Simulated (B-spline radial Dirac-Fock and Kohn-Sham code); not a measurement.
Two-hole binding energies of Nd³⁺

System: Nd³⁺, [Xe] 4f1 6s2 (not the ground configuration).

Input file task.json (cfg lists n, l and occupation; rrms is the nuclear radius in fm):

```json
{"items": [{
  "Z": 60,
  "q": 3,
  "cfg": [[1, 0, 2], [2, 0, 2], [2, 1, 6], [3, 0, 2], [3, 1, 6], [3, 2, 10], [4, 0, 2], [4, 1, 6], [4, 2, 10], [4, 3, 1], [5, 0, 2], [5, 1, 6], [6, 0, 2]],
  "A": 142,
  "rrms": 4.9123,
  "do": ["binding", "quiet", "double"]
}]}
```

Command: `python xray_run.py task.json out`

Level of theory: Dirac-Fock (average of configuration) total-energy differences with a finite nucleus, the Breit interaction including its frequency dependence, and self-energy and vacuum-polarisation corrections; a B-spline atomic structure program. U is the two-hole binding energy less the two single-hole energies, the effective repulsion of the holes after relaxation. Each two-hole energy is an average over J within one jj subconfiguration.

```tsv
holes	E(a) (eV)	E(b) (eV)	E(ab) (eV)	U (eV)
1s⁻¹ 2p1/2⁻¹	43631.0	6788.8	?	?
1s⁻¹ 2p3/2⁻¹	43631.0	6275.2	50172.4	266.2
1s⁻¹ 3p1/2⁻¹	43631.0	1475.4	45199.9	93.6
1s⁻¹ 3p3/2⁻¹	43631.0	1371.0	45087.7	85.8
2s⁻²	7199.1	7199.1	14570.2	172.1
2s⁻¹ 3p3/2⁻¹	7199.1	1371.0	8643.5	73.4
2s⁻¹ 3d3/2⁻¹	7199.1	1070.2	8350.3	80.9
2p3/2⁻¹ 3s⁻¹	6275.2	1650.0	7998.9	73.6
2p3/2⁻¹ 3d5/2⁻¹	6275.2	1048.4	7402.3	78.7
3d5/2⁻²	1048.4	1048.4	2160.0	63.2
4d3/2⁻²	186.1	186.1	397.0	24.7
4d3/2⁻¹ 4d5/2⁻¹	186.1	182.0	393.1	25.0
4d5/2⁻²	182.0	182.0	388.7	24.7
5p3/2⁻²	64.20	64.20	141.7	13.3
```

Task: Give the missing two-hole energy and U.

Result: E(ab) = 50720.6 eV and U = 300.8 eV.

Values without a named source are computed, but for edge energies of neutral atoms, which are taken from tables.
